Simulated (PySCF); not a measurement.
## Potential energy of PtN along the bond

Set-up: PySCF, spin-free X2C with a Gaussian nucleus, basis sets Pt x2c-TZVPPall, N x2c-TZVPPall. Energies in eV from Pt (5d9 6s1) + N in their ground configurations at the same level. State: doublet, unpaired electrons π ↑, a mixture of terms (⟨Lz²⟩ = 3.3).

All columns are PBE. A positive dipole means Pt(−)N(+).

```
R (Å)  E (eV)  μ (D)  Mulliken charge on Pt (basis-dependent)  HOMO (eV)  LUMO (eV)  Mayer bond order  ⟨S²⟩
1.435  -2.545  -0.86                                     0.24      -4.83      -4.74              3.11  0.75
1.501  -3.771  -1.13                                     0.19      -5.10      -4.99              2.98  0.75
1.568  -4.453  -1.34                                     0.15      -5.34      -5.22              2.86  0.75
1.618  -4.704  -1.48                                     0.13      -5.50      -5.38              2.79  0.75
1.668  -4.788  -1.59                                     0.12      -5.65      -5.52              2.73  0.75
1.718  -4.748  -1.68                                     0.10      -5.79      -5.65              2.68  0.75
1.785  -4.554  -1.79                                     0.08      -5.95      -5.81              2.62  0.76
1.868  -4.168  -1.87                                     0.07      -6.11      -5.99              2.54  0.77
1.968  -3.599  -1.93                                     0.06      -6.15      -6.18              2.40  0.83
2.102  -2.840  -1.91                                     0.06      -6.09      -6.27              2.02  1.11
```

A fit through these points gives, at Re = 1.675 Å, μ = -1.60 D and dμ/dR = -2.01 D/Å; the reduced mass is 13.06 u.

How strong is the fundamental in the double-harmonic approximation, I = 42.26·(dμ/dR)²/μred km/mol?

I = 42.26·(-2.01)²/13.06 = 13.1 km/mol at PBE.

The metal atom is held in its measured ground configuration; semilocal functionals can put another filling of s and d lower by some tenths of an eV, and De to that atom would be smaller. ⟨S²⟩ of the unrestricted solution departs from its pure value on part of the curve, where spin states mix. Spin–orbit coupling is left out, which matters for elements this heavy, above all for dissociation energies. The state is the lowest single determinant that the PBE0 search found; with open d or f shells the true ground state can be another one.

At some distances an empty level lies below a filled one, because the occupation is held.
